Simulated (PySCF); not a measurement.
Frontier levels across methods

Species: C5H14OSi.
Structure used (PBE0-D3(BJ)/def2-SVP), in Å, numbered top down from 1:
```xyz
21
C5H14OSi angstrom
C      3.0585   -0.1745    0.7571
C      1.7680   -0.4893    0.0352
O      0.7377    0.3154    0.5426
Si    -0.8698    0.2165    0.0656
C     -1.7546    1.5172    1.0714
C     -1.0091    0.5714   -1.7730
C     -1.5396   -1.4976    0.4400
H      2.9483   -0.3614    1.8357
H      3.8850   -0.7937    0.3763
H      3.3230    0.8849    0.6221
H      1.8970   -0.3193   -1.0525
H      1.5250   -1.5640    0.1576
H     -1.3323    2.5146    0.8739
H     -1.6501    1.3133    2.1482
H     -2.8288    1.5458    0.8306
H     -0.4784   -0.1828   -2.3756
H     -2.0633    0.5685   -2.0938
H     -0.5845    1.5585   -2.0149
H     -1.0256   -2.2761   -0.1458
H     -1.4204   -1.7412    1.5074
H     -2.6128   -1.5571    0.1969
```

Basis pcSseg-1 throughout (PySCF), one geometry. The structure is a single PBE0-D3(BJ)/def2-SVP conformer in the gas phase; no vibrational or solvent corrections.

How do the orbital energies, the gap and the dipole change with the method?

| method | kind | HOMO (eV) | LUMO (eV) | gap (eV) | μ (D) | SCF cycles |
| --- | --- | --- | --- | --- | --- | --- |
| BLYP | GGA | -5.92 | 0.33 | 6.26 | 1.01 | 13 |
| PBE | GGA | -6.01 | 0.33 | 6.34 | 1.01 | 13 |
| KT3 | GGA | -6.18 | 0.18 | 6.36 | 0.98 | 14 |
| B3LYP | global hybrid | -7.30 | 0.80 | 8.10 | 1.07 | 12 |
| PBE0 | global hybrid | -7.52 | 1.13 | 8.65 | 1.08 | 12 |
| mPW1PW91 | global hybrid | -7.56 | 1.17 | 8.73 | 1.09 | 12 |
| CAM-B3LYP | range-separated hybrid | -8.95 | 1.94 | 10.88 | 1.11 | 12 |
| wB97X-D | range-separated hybrid | -9.43 | 2.92 | 12.35 | 1.10 | 13 |

The HOMO spans 3.51 eV, from BLYP down to wB97X-D, and the gap runs from 6.26 eV (BLYP) to 12.35 eV (wB97X-D). Over the methods BLYP (0 %), PBE (0 %), KT3 (0 %), B3LYP (20 %), PBE0 (25 %), mPW1PW91 (25 %), a straight line through the gap against the share of exact exchange rises by 0.94 eV for each 10 % (correlation coefficient 0.999). The dipole ranges from 0.98 D (KT3) to 1.11 D (CAM-B3LYP). This basis has no diffuse functions.

The vertical ΔSCF ionisation energy at wB97X-D/def2-SVPD is 9.55 eV; −ε(HOMO) comes closest to it with wB97X-D (9.43 eV).
